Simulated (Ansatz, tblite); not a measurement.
Cost and result up the ladder for BMe2(hfac) (C₇H₇BF₆O₂) (23 atoms). Charge 0, multiplicity 1. Geometry: r2SCAN-D4/def2-SVP.

```xyz
23

B     1.183   -0.409    0.487
C     1.858   -1.721   -0.100
H     1.254   -2.197   -0.891
H     2.011   -2.469    0.696
H     2.849   -1.494   -0.529
C     1.896    0.425    1.634
H     1.317    1.313    1.941
H     2.890    0.772    1.308
H     2.046   -0.198    2.532
O    -0.266   -0.797    0.998
C    -1.345   -0.371    0.488
C    -2.603   -0.915    1.167
F    -2.580   -0.634    2.470
F    -2.659   -2.241    1.019
F    -3.709   -0.382    0.636
C    -1.430    0.503   -0.594
C    -0.215    0.929   -1.143
C    -0.237    1.897   -2.330
F     0.984    2.184   -2.755
F    -0.851    3.033   -1.971
F    -0.932    1.354   -3.339
O     0.928    0.582   -0.734
H    -2.387    0.838   -0.990
```

Ansatz on 2 threads of AMD EPYC 7R13 on a shared host and a share (18 GiB) of an NVIDIA H100 80GB HBM3; xTB runs through tblite on one thread. Times are rough, summed over both states, and most runs start from the orbitals of an earlier one. CAM-B3LYP-D4/def2-TZVP serves as the yardstick here, not as an exact answer. The other state is a doublet.

The xTB rows come from tblite. Single mean-field runs in def2-TZVP are fitted with def2-universal-jkfit.

Raw xTB energies of ions are shifted by several eV.

| level | functions | wall time | vertical IE (eV) | difference from CAM-B3LYP-D4/def2-TZVP (eV) |
| --- | --- | --- | --- | --- |
| GFN2-xTB | 71 | 0.038 s | 14.06 | 4.36 |
| GFN1-xTB | 78 | 0.046 s | 14.86 | 5.16 |
| PBE-D4/def2-TZVP | 538 | 5.8 s | 9.10 | -0.60 |
| PBE0-D4/def2-TZVP (with forces) | 538 | 9.9 s | 9.44 | -0.26 |
| CAM-B3LYP-D4/def2-TZVP (with forces) | 538 | 10 s | 9.70 | 0.00 |
